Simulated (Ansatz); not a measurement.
Gas-phase electronic energies from Ansatz, PBE0-D4/def2-TZVP geometries. CCSD(T)/CBS adds triple-zeta CCSD(T) − MP2 to the extrapolated MP2 energy (def2 sets, frozen cores). Functionals use def2-TZVPP. B3LYP here is the variant with VWN-RPA as its local correlation; programs differ in this. For Ge outer-core shells are correlated without core-valence functions, which leaves a few kJ/mol of doubt a bond. Scalar relativity is left out up to krypton. Each species was taken in one conformer, which may not be the lowest.

`[NH2][GeH]([F])[SiH3]` + `O[Si](F)(F)F` → `[NH2][GeH]([OH])[F]` + `F[Si](F)(F)[SiH3]`  (redistribution)

`[NH2][GeH]([F])[SiH3]`:

Z-matrix (Å, degrees):
```
Ge
F 1 1.761
Si 1 2.383 2 105.5
N 1 1.818 2 110.7 3 -119.2
H 1 1.537 2 104.3 3 125.6
H 3 1.484 1 109.6 2 48.5
H 3 1.486 1 108.7 2 -71.5
H 3 1.486 1 109.6 2 169.0
H 4 1.010 1 116.2 2 -67.1
H 4 1.009 1 116.2 2 64.2
```

`O[Si](F)(F)F`:

```xyz
6

O     0.130   -1.247    0.228
Si    0.080    0.305   -0.175
F     0.458    1.249    1.025
F    -1.343    0.751   -0.671
F     1.110    0.527   -1.333
H    -0.434   -1.585    0.925
```

`[NH2][GeH]([OH])[F]`:

```xyz
8

N    -0.183   -0.073   -1.408
Ge   -0.228   -0.211    0.384
O     1.455   -0.242    0.894
F    -0.894    1.191    1.188
H     0.424    0.643   -1.780
H    -1.068   -0.077   -1.891
H    -1.081   -1.389    0.854
H     1.575    0.158    1.758
```

`F[Si](F)(F)[SiH3]`:

```xyz
8

F     0.328    2.118   -0.699
Si    0.537    0.930    0.324
F     0.032    1.441    1.734
F     2.096    0.698    0.449
Si   -0.577   -1.000   -0.349
H    -2.028   -0.705   -0.444
H    -0.052   -1.417   -1.673
H    -0.336   -2.065    0.656
```

Problem. Is it downhill or uphill in electronic energy at CCSD(T)/CBS, and by how much? (Estimate.)

Solution. Ansatz gave: Uphill: ΔE = +88.6 kJ/mol.

Problem. What do these levels give: r2SCAN-D4, PBE0, B3LYP, CCSD(T)/def2-TZVPP, HF/CBS(def2), MP2/CBS(def2)? (Estimate.)

Solution. The calculation gave: r2SCAN-D4 87.5, PBE0 84.0, B3LYP 85.5, CCSD(T)/def2-TZVPP 86.6, HF/CBS(def2) 92.6, MP2/CBS(def2) 90.2 kJ/mol.

Largest T1 diagnostic among the species: 0.013.

In def2-TZVPP, CCSD(T) changes the Hartree–Fock value by −5.5 kJ/mol (the triples alone add −1.9 kJ/mol) and MP2 by −3.9 kJ/mol. From PBE to PBE0 (25 % exact exchange), in def2-TZVPP and without D4, ΔE moves by +6.7 kJ/mol.
